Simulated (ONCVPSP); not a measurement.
**Cutoff test, Be (Z = 4), ONCV**

- Element: Be
- Generator: ONCVPSP 4.0.1
- Type: optimised norm-conserving Vanderbilt (ONCV)
- Functional: PBEsol
- Relativity: scalar-relativistic
- Frozen core: [He]
- Valence charge: 2
- Reference configuration: 2s2
- Partial waves: 2s: rc 1.80 bohr, ncon 5, nbas 9, qcut 2.8 1/bohr, 2 projectors, debl 3.9 Ha; p scattering state at 0.07 Ha: rc 1.40 bohr, ncon 4, nbas 7, qcut 5.1 1/bohr, 2 projectors, debl 2.1 Ha; d scattering state at 0.14 Ha: rc 1.50 bohr, ncon 4, nbas 8, qcut 6.2 1/bohr, 2 projectors, debl 3.5 Ha
- Local potential: polynomial inside 1.40 bohr (lpopt 4, dvloc0 0 Ha)
- Core correction: polynomial model core, fcfact 0.75

**Question.** For each optimised wave give the share of its norm inside rc, the residual kinetic energy above qcut (Ha) and the cutoffs (Ha) for errors of 10, 1, 0.1 and 0.01 mHa per electron.

**Answer.**

| wave | norm inside rc | residual KE | 10 mHa | 1 mHa | 0.1 mHa | 0.01 mHa |
| --- | --- | --- | --- | --- | --- | --- |
| 2s | 0.251 | 4.4e-03 | 2.5 | 10.7 | 55.1 | 67.9 |
| s projector 2 | 0.101 | 1.5e-01 | 9.2 | 31.3 | 69.2 | 82.6 |
| p projector 1 | 0.249 | 1.7e-03 | 8.2 | 14.8 | 62.2 | 76.0 |
| p projector 2 | 0.133 | 7.7e-03 | 12.3 | 18.4 | 39.7 | 71.4 |
| d projector 1 | 0.002 | 1.3e-07 | 0.7 | 1.7 | 3.9 | 8.2 |
| d projector 2 | 0.141 | 2.6e-04 | 8.8 | 15.9 | 21.5 | 45.8 |

The occupied waves need 11 Ha and 55 Ha for 1 and 0.1 mHa. Rows with under 1 % of the norm inside rc give no meaningful cutoff. The cutoffs count occupied waves only; projector 2 of the s channel, the hardest unoccupied one, needs 31 Ha at the loose tolerance.
